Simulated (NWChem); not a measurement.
System: BaO; SMILES [O]=[Ba]

Results from NWChem. Geometry: optimised at PBE0-D3(BJ)/def2-TZVP. def2 effective core potentials on Ba; no spin-orbit coupling. B3LYP is NWChem's, with the RPA form of VWN correlation. Ions are spin-unrestricted doublets at the neutral geometry; other ion states weren't tried.

| level | −ε(HOMO) (eV) |
|---|---|
| B3LYP/def2-SVPD | 4.60 |
| PBE/def2-SVPD | 3.71 |
| BHandHLYP/def2-SVPD | 5.79 |
| Hartree-Fock/def2-SVPD | 7.39 |
| CAM-B3LYP/def2-SVPD | 5.97 |
